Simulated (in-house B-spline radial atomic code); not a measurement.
A radial electron density 4πr²n(r) was computed for an atom or ion in its tabulated ground configuration with an all-electron radial atomic-structure program (B-spline basis); method: Dirac-Hartree-Fock, average of configuration. Columns: r (bohr), 4πr²n(r) (electrons per bohr), bar.

```
  0.0007    2.306 #
0.000856    3.229 #
 0.00105    4.523 ##
 0.00128    6.238 ##
 0.00157    8.628 ###
 0.00192    11.78 #####
 0.00234    15.84 ######
 0.00287    21.24 ########
 0.00351    27.94 ###########
 0.00429    36.06 ##############
 0.00525    45.59 ##################
 0.00642    56.07 ######################
 0.00785    66.77 ##########################
  0.0096    76.51 ##############################
  0.0117    83.72 #################################
  0.0144    87.35 ##################################
  0.0176    86.43 ##################################
  0.0215    82.24 ################################
  0.0263    77.79 ##############################
  0.0322     77.5 ##############################
  0.0393    84.46 #################################
  0.0481    97.65 ######################################
  0.0589      110 ###########################################
   0.072    112.5 ############################################
  0.0881    102.3 ########################################
   0.108    88.68 ###################################
   0.132    85.93 ##################################
   0.161    95.16 #####################################
   0.197    99.47 #######################################
   0.241    82.76 ################################
   0.295    54.78 #####################
   0.361    40.58 ################
   0.441    44.72 #################
    0.54    47.77 ###################
    0.66    37.52 ###############
   0.808    21.67 ########
   0.988    10.46 ####
    1.21    4.715 ##
    1.48    1.816 #
    1.81   0.4668 
    2.21   0.0666 
    2.71 0.004157 
    3.31 0.0001066 
    4.05 8.291e-07
```

Problem. Which atom or ion is it?
A. Gd13+
B. Eu12+
C. Tb12+
D. Gd12+

Solution. D. The area under the curve, ∫4πr²n dr = ∫r·4πr²n d(ln r) on this logarithmic grid, is 52 electrons, which only this option has. The configuration is [Kr] 4d10 4f4 5s2.
